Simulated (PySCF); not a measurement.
# Heteronuclear NMR

Geometry:
```
atom   x (Å)   y (Å)   z (Å)
  C1   3.179  -1.038   0.215
  N2   1.847  -0.678  -0.165
  C3   1.239   0.245   0.438
 Si4  -0.521   0.691  -0.072
  O5  -1.476  -0.620  -0.167
  C6  -1.248  -1.784  -0.914
  O7  -1.032   1.592   1.167
  C8  -2.295   2.161   1.360
  H9   3.190  -2.100   0.466
 H10   3.565  -0.455   1.063
 H11   3.828  -0.897  -0.651
 H12   1.725   0.787   1.266
 H13  -0.547   1.424  -1.344
 H14  -1.817  -2.593  -0.455
 H15  -1.588  -1.640  -1.942
 H16  -0.186  -2.033  -0.921
 H17  -3.076   1.402   1.300
 H18  -2.488   2.925   0.603
 H19  -2.307   2.622   2.348
```

PySCF 2.14.0 with density-fitted response routines calculation with σ from GIAO-PBE0/pcSseg-1 and GFN2-xTB geometry; no solvent model, rapidly exchanging positions averaged, relativity neglected, a single conformation.

Problem. Where does ²⁹Si resonate?

Solution. 
| atoms | environment | σ (ppm) | δ (ppm) |
| --- | --- | --- | --- |
| Si4 | silicon bonded to C, 2 O, H | 402.5 | -50.9 |

Shieldings were converted by a linear fit to measured shifts: ²⁹Si (scatter 8.9 ppm rms, 25.8 ppm with the 6 outliers that the fit left out vs TMS, solution or neat liquid). Occasional misses reach two or three times the rms, and more in compound classes unlike the fitted ones.

On a 400 MHz spectrometer ²⁹Si resonates near 79.5 MHz, so 1 ppm is 79.5 Hz.

Problem. Where does ¹⁵N resonate?

Solution. 
```
atoms     environment  σ (ppm)  δ (ppm)
   N2  imine nitrogen   -173.0     11.3
```

Shieldings were converted by a linear fit to measured shifts: ¹⁵N (scatter 6.3 ppm rms vs CH3NO2, solution or neat liquid). A few per cent of atoms miss by over 2 rms, more outside the fitted compound classes.

On a 600 MHz spectrometer ¹⁵N resonates near 60.8 MHz, so 1 ppm is 60.8 Hz.

Problem. Where does ¹⁷O resonate?

Solution. 
| atoms | environment | σ (ppm) | δ (ppm) |
| --- | --- | --- | --- |
| O5/O7 | oxygen bonded to C, Si | 312.9 | -18.3 |

Shieldings were converted by a linear fit to measured shifts: ¹⁷O: δ = 266.70 − 0.911σ (rms 10.7 ppm, 155 shifts, 12.2 ppm with the 3 outliers that the fit left out vs liquid water, solution or neat liquid). A few per cent of atoms miss by over 2 rms, more outside the fitted compound classes.

On a 400 MHz spectrometer ¹⁷O resonates near 54.2 MHz, so 1 ppm is 54.2 Hz.
